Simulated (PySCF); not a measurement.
# Os (osmium, neutral) across methods

[Xe] 4f14 5d6 6s2, high-spin 5D determinant. Calculation: PySCF 2.14, in ANO-RCC-VTZP (8s7p5d3f2g1h, 104 functions); scalar relativity by spin-free X2C-1e.

| method | E (hartree) | mean ε 6s α (eV) | mean ε 5d β (eV) | mean ε 6s β (eV) | Σ⟨r²⟩ (bohr²) | ⟨S²⟩ |
| --- | --- | --- | --- | --- | --- | --- |
| PBE0 | -17254.69 | -7.371 | -6.416 | -5.954 | 66.91 | 6.012 |
| PBE | -17254.95 | -6.647 | -5.088 | -5.332 | 66.87 | 6.009 |
| UHF | -17249.41199 | -8.913 | -9.448 | -6.764 | 68.70 | 6.036 |
| r2SCAN | -17254.99 | -6.499 | -5.073 | -5.201 | 66.12 | 6.015 |
| LDA | -17244.01 | -6.855 | -5.203 | -5.683 | 66.62 | 6.007 |

Spin-orbit coupling, absent here, splits the open shell strongly.
